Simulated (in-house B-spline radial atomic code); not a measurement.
Stripping antimony of all its electrons. The total binding energy is the sum of the 51 successive ionisation energies. Configuration: [Kr] 4d10 5s2 (5p1/2)2 (5p3/2)1. Method: Dirac-Hartree-Fock, average of the jj configuration, Fermi nucleus of rms radius 4.6802 fm. Calculated with an all-electron radial atomic-structure program (B-spline basis).

Dirac-Coulomb total energy: -6480.5344 hartree. First-order corrections (hartree): Breit 4.69, self-energy 3.582, vacuum polarisation -0.4639, recoil 0.0199.

Task: What total binding energy follows, and how does it compare with the sum of NIST's ionisation energies?

Result: 176131 eV from the corrected total, against 176145 ± 24 eV from NIST's table (measured, semi-empirical and theoretical entries, uncertainties added in quadrature). The difference, +14 eV, is within about twice the table's uncertainty, so it can't show the correlation energy.

Task: What share of the binding belongs to the last two electrons?

Result: 41 % by NIST's values (72378.2 eV).
